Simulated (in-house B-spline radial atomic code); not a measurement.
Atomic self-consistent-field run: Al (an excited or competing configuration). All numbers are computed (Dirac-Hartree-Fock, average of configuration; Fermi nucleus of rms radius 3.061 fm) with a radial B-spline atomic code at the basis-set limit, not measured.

Command:
```bash
python run_scf.py task.json out
```
Settings (nuclear radius in fm, mass in u):
```
Z                13
configuration    [Ne] 3s2 7p1
hamiltonian      dirac
method           hf
spin_polarised   False
nucleus          fermi
rms_radius       3.061
atomic_mass      26.98154
speed_of_light   137.035999084
```

Output (hartree, bohr):
```
 radial grid: 96 intervals, B-splines of order 8, outer radius 245.7 bohr

 iter        energy (Eh)    residual
    1       -241.6761156    2.24e-01
    2       -242.1152967    3.84e-02
    3       -242.1383688    1.39e-02
    4       -242.1424888    5.06e-03
    5       -242.1438144    1.71e-03
    6       -242.1439070    4.94e-04
    7       -242.1439193    2.31e-05
    8       -242.1439193    4.71e-07
    9       -242.1439193    2.75e-08

 total energy                     -242.143919
 kinetic                            243.05666
 electron-nucleus                  -576.86940
 electron-electron                   91.66882

 first-order corrections (not in the total)
   Gaunt                            0.04510
   retardation                     -0.00289
   frequency dependence            -0.00002
   self-energy                      0.02921
   Uehling                         -0.00175
   Wichmann-Kroll                   0.00000
   recoil                           0.00420

 orbital      occ     eigenvalue          <r>       <r^2>       <1/r>       <r^4>     <1/r^3>       r_max    small
 1s1/2      2.000      -58.91672     0.119909   0.0193598     12.6447  0.00097545           -     0.07841  2.12e-03
 2s1/2      2.000       -5.20820     0.617778    0.455649     2.36176     0.38237           -      0.4944  2.91e-04
 2p1/2      2.000       -3.50463     0.598559    0.452524     2.21495    0.457253           -      0.4307  2.63e-04
 2p3/2      4.000       -3.48725     0.600631    0.455512     2.20522    0.463003     34.9989      0.4323  2.62e-04
 3s1/2      2.000       -0.62607      2.42618     6.77893    0.541156     75.5188           -       2.026  2.90e-05
 7p1/2      0.333       -0.01487      49.5834     2750.45   0.0285969  9.9215e+06           -       53.85  4.85e-07
 7p3/2      0.667       -0.01487      49.6073     2753.09   0.0285821 9.94035e+06   0.0140656       53.87  4.85e-07

 Slater integrals (Eh)
   F0(3s1/2,3s1/2)               0.372162
   F0(3s1/2,7p1/2)               0.027689
   G1(3s1/2,7p1/2)               0.001247
   F0(3s1/2,7p3/2)               0.027677
   G1(3s1/2,7p3/2)               0.001250
   F0(7p1/2,7p1/2)               0.018011
   F0(7p1/2,7p3/2)               0.018007
   G2(7p1/2,7p3/2)               0.009459
   F0(7p3/2,7p3/2)               0.018003
   F2(7p3/2,7p3/2)               0.009457
```

Run time, properties included: 3.8 s on 1 thread of Arm Neoverse V1, on a shared host.

For the Dirac Hamiltonian the kinetic term is c α·p + (β - 1)c².
